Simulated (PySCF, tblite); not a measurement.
Isomers of C7H12OSi, one GFN2-xTB conformer each. Single-point energies are computed at PBE0/pcSseg-1 (PySCF, gas phase, no added dispersion term), electronic only.

```json
{"SMILES": "C=CC[Si@@H]1CC[C@H]1C=O", "GFN2-xTB relative energy (kcal/mol)": "10.7"}
{"SMILES": "CCC1=C(CC=O)C[SiH2]1", "GFN2-xTB relative energy (kcal/mol)": "3.8"}
{"SMILES": "C=C(C)[C@@]1(C(C)=O)C[SiH2]1", "GFN2-xTB relative energy (kcal/mol)": "5.9"}
{"SMILES": "C=C(C)[C@@H]1C[C@@]1([SiH3])C=O", "GFN2-xTB relative energy (kcal/mol)": "0.0"}
{"SMILES": "C=CO/C=C/C(=C)[SiH2]C", "GFN2-xTB relative energy (kcal/mol)": "18.3"}
{"SMILES": "C#C[C@](C)(C=O)CC[SiH3]", "GFN2-xTB relative energy (kcal/mol)": "18.4"}
{"SMILES": "C=CCC(=C=O)[SiH2]CC", "GFN2-xTB relative energy (kcal/mol)": "2.8"}
```

Conformers: `[CH2:1]=[CH:2][CH2:3][Si@@H:4]1[CH2:5][CH2:6][C@H:7]1[CH:8]=[O:9]` with C1–C2–C3–Si4 -106°, C2–C3–Si4–C5 -80°, C6–C7–C8–O9 16°, C3–Si4–C5–C6 -121°, Si4–C5–C6–C7 12°, C5–C6–C7–C8 -125°, C3–Si4–C7–C6 126°; `[CH3:1][CH2:2][C:3]1=[C:4]([CH2:5][CH:6]=[O:7])[CH2:8][SiH2:9]1` with C1–C2–C3–C4 -116°, C3–C4–C5–C6 87°, C4–C5–C6–O7 106°; `[CH2:1]=[C:2]([CH3:3])[C@@:4]1([C:5]([CH3:6])=[O:7])[CH2:8][SiH2:9]1` with C1–C2–C4–C5 90°, C2–C4–C5–C6 -15°; `[CH2:1]=[C:2]([CH3:3])[C@@H:4]1[CH2:5][C@@:6]1([SiH3:7])[CH:8]=[O:9]` with C1–C2–C4–C5 -26°, C5–C6–C8–O9 31°; `[CH2:1]=[CH:2][O:3]/[CH:4]=[CH:5]/[C:6](=[CH2:7])[SiH2:8][CH3:9]` with C1–C2–O3–C4 -179°, C2–O3–C4–C5 -179°, C4–C5–C6–C7 180°, C5–C6–Si8–C9 179°; `[CH:1]#[C:2][C@:3]([CH3:4])([CH:5]=[O:6])[CH2:7][CH2:8][SiH3:9]` with C2–C3–C5–O6 -144°, C2–C3–C7–C8 55°, C3–C7–C8–Si9 179°; `[CH2:1]=[CH:2][CH2:3][C:4](=[C:5]=[O:6])[SiH2:7][CH2:8][CH3:9]` with C1–C2–C3–C4 -118°, C2–C3–C4–C5 -105°, C3–C4–Si7–C8 -81°, C4–Si7–C8–C9 176°.

Question: What does PBE0/pcSseg-1 give for the same structures?

Answer: 
```
                         SMILES  PBE0/pcSseg-1 E (Eh)  PBE0/pcSseg-1 (kcal/mol)  GFN2-xTB (kcal/mol)  point group
        C=CC[Si@@H]1CC[C@H]1C=O            -638.05556                       0.0                 10.7           C1
            C=CCC(=C=O)[SiH2]CC            -638.05366                       1.2                  2.8           C1
           CCC1=C(CC=O)C[SiH2]1            -638.04985                       3.6                  3.8           C1
   C=C(C)[C@@]1(C(C)=O)C[SiH2]1            -638.03949                      10.1                  5.9           C1
C=C(C)[C@@H]1C[C@@]1([SiH3])C=O            -638.03511                      12.8                  0.0           C1
          C=CO/C=C/C(=C)[SiH2]C            -638.02370                      20.0                 18.3      near Cs
        C#C[C@](C)(C=O)CC[SiH3]            -638.00663                      30.7                 18.4           C1
```

GFN2-xTB puts C=C(C)[C@@H]1C[C@@]1([SiH3])C=O lowest instead; measured from each level's own lowest isomer, the values differ by up to 12.8 kcal/mol (C=C(C)[C@@H]1C[C@@]1([SiH3])C=O: 0.0 against 12.8). As drawn, the lowest has a four-membered ring and a C=C bond outside aromatic rings, which the highest lacks; the highest has a C≡C bond and a quaternary carbon, which the lowest lacks. Neighbours under 2.5 kcal/mol apart (C=CC[Si@@H]1CC[C@H]1C=O and C=CCC(=C=O)[SiH2]CC; C=CCC(=C=O)[SiH2]CC and CCC1=C(CC=O)C[SiH2]1) can change places with a better method, another conformer or zero-point energy.

Question: Which frontier levels, dipoles and rotational constants go with these structures?

Answer: 
```csv
SMILES,"HOMO (eV, PBE0/pcSseg-1)",LUMO (eV),dipole (D),"A, B, C (MHz)"
C=CC[Si@@H]1CC[C@H]1C=O,-7.02,-0.48,3.59,"2825, 704.0, 626.1"
C=CCC(=C=O)[SiH2]CC,-6.71,-0.88,2.06,"1328, 1040, 665.6"
CCC1=C(CC=O)C[SiH2]1,-7.03,-0.92,2.78,"1693, 995.7, 729.4"
C=C(C)[C@@]1(C(C)=O)C[SiH2]1,-6.57,-0.74,2.78,"1628, 1335, 1006"
C=C(C)[C@@H]1C[C@@]1([SiH3])C=O,-7.26,-0.98,2.51,"1752, 1070, 888.3"
C=CO/C=C/C(=C)[SiH2]C,-6.08,-0.78,1.09,"3513, 510.9, 449.6"
C#C[C@](C)(C=O)CC[SiH3],-7.50,-0.97,2.50,"1811, 825.3, 700.1"
```

Question: What happens when harmonic zero-point energies from GFN2-xTB frequencies are added?

Answer: 
```
                         SMILES  ZPE (kcal/mol)  electronic (kcal/mol)  with ZPE (kcal/mol)
        C=CC[Si@@H]1CC[C@H]1C=O           105.4                    0.0                  0.7
            C=CCC(=C=O)[SiH2]CC           103.5                    1.2                  0.0
           CCC1=C(CC=O)C[SiH2]1           104.1                    3.6                  3.0
   C=C(C)[C@@]1(C(C)=O)C[SiH2]1           103.4                   10.1                  8.7
C=C(C)[C@@H]1C[C@@]1([SiH3])C=O           101.8                   12.8                  9.9
          C=CO/C=C/C(=C)[SiH2]C           102.0                   20.0                 17.3
        C#C[C@](C)(C=O)CC[SiH3]           101.1                   30.7                 27.0
```

The zero-point energies span 4.3 kcal/mol. C=CCC(=C=O)[SiH2]CC becomes the lowest.
